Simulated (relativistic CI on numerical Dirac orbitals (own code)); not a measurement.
## One change at a time: Ge26+

Base calculation: Dirac-Coulomb-Breit CI, orbitals from a KLI potential per configuration, model QED, unscaled Slater integrals.

Configuration list (outside the closed core 1s2): 2s²2p², 2s2p³, 2p⁴, 2p³3s, 2p³3p, 2p³3d, 2s²2p3s, 2s²2p3p, 2s²2p3d, 2s2p²3s, 2s2p²3p, 2s2p²3d, 2s²2p4s, 2s²2p4p, 2s²2p4d, 2s²2p4f. Levels of other configurations are missing.

The lowest level and the first level of each name with at least 55 % of one term (blank where a level has no safe partner in the second run):

| Level | Base (eV) | Shift (eV) |
| --- | --- | --- |
| 2s²2p² ³P0 | 0.00 | 0.00 |
| 2s²2p² ³P1 | 27.21 | 0.00 |
| 2s²2p² ³P2 | 35.80 | 0.00 |
| 2s²2p² ¹D2 | 69.86 | 0.00 |
| 2s²2p² ¹S0 | 90.41 | +0.01 |
| 2s2p³ ⁵S°2 | 103.37 | +0.35 |
| 2s2p³ ³D°1 | 146.16 | +0.35 |
| 2s2p³ ³D°2 | 150.49 | +0.35 |
| 2s2p³ ³D°3 | 160.74 | +0.35 |
| 2s2p³ ³P°0 | 179.04 | +0.35 |
| 2s2p³ ³P°1 | 182.58 | +0.35 |
| 2s2p³ ³S°1 | 203.86 | +0.35 |
| 2s2p³ ¹D°2 | 220.20 | +0.35 |
| 2s2p³ ¹P°1 | 246.25 | +0.35 |
| 2p⁴ ³P2 | 296.98 | +0.57 |
| 2p⁴ ³P0 | 316.92 | +0.57 |
| 2p⁴ ³P1 | 328.22 | +0.58 |
| 2p⁴ ¹D2 | 339.95 | +0.58 |
| 2p⁴ ¹S0 | 387.95 | +0.57 |
| 2s²2p3s ³P°0 | 1538.00 | +1.07 |
| 2s²2p3s ³P°1 | 1539.57 | +1.07 |
| 2s²2p3p ³D1 | 1567.04 | +1.28 |

At this charge energies of transitions that change n are usually good to better than 1 %, and those within a shell (Δn = 0) to a few per cent.

**Question.** One thing was changed in a second run, which moved the levels as shown. Which?
A. configuration mixing switched off
B. QED terms removed
C. one mean potential for all configurations
D. Breit term removed
E. P86 correlation estimate

**Answer.** E. P86 correlation estimate. A correlation estimate moves all levels of a configuration together before mixing; mixed levels move by a weighted share.

LS names give the leading component of a level, which can be under half, so a name can repeat, a term be missing and a line seem to break the LS rules.
